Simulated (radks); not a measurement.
Results of a calculation; reference values are marked as such.
Q: Mn+, configuration [Ar] 3d5 4s1. Code: a radial shooting solver on a logarithmic mesh with Libxc functionals. Model: non-relativistic Kohn-Sham, PBE, spin-polarised, spherical densities, point nucleus; open shells are filled with parallel spins first. Some entries of the table are withheld. Estimate them.

| orbital | occ. | eigenvalue (eV) | <1/r> (bohr^-1) | r(max) (bohr) |
|---|---|---|---|---|
| 1s up | 1 | -6380.992 | 24.52 | 0.04053 |
| 1s down | 1 | -6380.970 | 24.52 | 0.04053 |
| 2s up | 1 | -740.7011 | 5.216 | 0.2353 |
| 2s down | 1 | -738.5191 | 5.227 | 0.2351 |
| 2p up | 3 | -635.7821 | 5.165 | 0.1896 |
| 2p down | 3 | -634.1409 | 5.175 | 0.1894 |
| 3s up | 1 | (1) | 1.640 | 0.7433 |
| 3s down | 1 | (2) | 1.633 | 0.7443 |
| 3p up | 3 | -63.9740 | 1.515 | 0.7549 |
| 3p down | 3 | -58.7248 | 1.506 | 0.7564 |
| 3d up | 5 | -16.5576 | 1.156 | 0.7577 |
| 4s up | 1 | -12.4569 | 0.4698 | 2.359 |
| 3d down | 0 | -11.6085 | 1.122 | 0.7675 |

A: 
(1) 3s up eigenvalue (eV): -93.8679
(2) 3s down eigenvalue (eV): -88.5559
